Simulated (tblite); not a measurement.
Question: What does the GFN2-xTB structure of `[CH2]CO[SiH2]CCC` [radical] look like in three dimensions? (Doublet state.)

Answer: 
```xyz
20
C5H13OSi angstrom
C     -3.6788    0.5459   -1.0196
C     -3.1177   -0.0016    0.2215
O     -1.7482    0.2104    0.3698
Si    -0.5405   -0.5062   -0.4428
C      1.0112    0.2610    0.3164
C      2.2784   -0.3822   -0.2328
C      3.5417    0.2414    0.3500
H     -3.0503    1.0775   -1.7023
H     -4.7295    0.4588   -1.2089
H     -3.6024    0.4588    1.1017
H     -3.3346   -1.0843    0.2908
H     -0.6150   -0.2590   -1.8889
H     -0.5936   -1.9628   -0.2467
H      0.9998    0.1545    1.4024
H      1.0426    1.3330    0.1135
H      2.2923   -0.2797   -1.3198
H      2.2676   -1.4507   -0.0083
H      3.5881    1.3020    0.1106
H      3.5534    0.1348    1.4329
H      4.4305   -0.2407   -0.0520
```

Any rigid rotation of these coordinates is as good. Atoms count from 1 in this order. C1 (carbon bonded to C and 2 H) is planar (angles 120.3°, 120.0° and 119.6°, sum 359.9°, 0.02 Å off the plane of its three neighbours). Of the pairs four or more bonds apart, Si4···H8 is among the closest relative to their van der Waals radii: 3.22 Å, 98 % of the sum of Bondi's values. O3 (oxygen bonded to C and Si) is bent (angle 127.7°). Si4 (silicon bonded to C, O and 2 H) is distorted tetrahedral (angles from 103.3° to 112.4°).

Bonds between heavy atoms (Å): C1–C2 1.468, C2–O3 1.394, O3–Si4 1.622, Si4–C5 1.890, C5–C6 1.524, C6–C7 1.525.

Structure optimised with GFN2-xTB, isolated species. This method treats the open shell by occupation alone, without spin polarisation.

Point group: C1 (no symmetry element, even within 0.4 Å). Its GFN2-xTB frequencies are all real (lowest 38 cm⁻¹). Torsions: H–C1–C2–O3 -2° and -178°, C1–C2–O3–Si4 -72°, C2–O3–Si4–C5 -179°, O3–Si4–C5–C6 175°, Si4–C5–C6–C7 179°. 3 starts were optimised and ended at 0.00, 1.39 and 1.39 kcal/mol (GFN2-xTB); the lowest of these is shown.

One conformer stands for the species.

These are computed values.
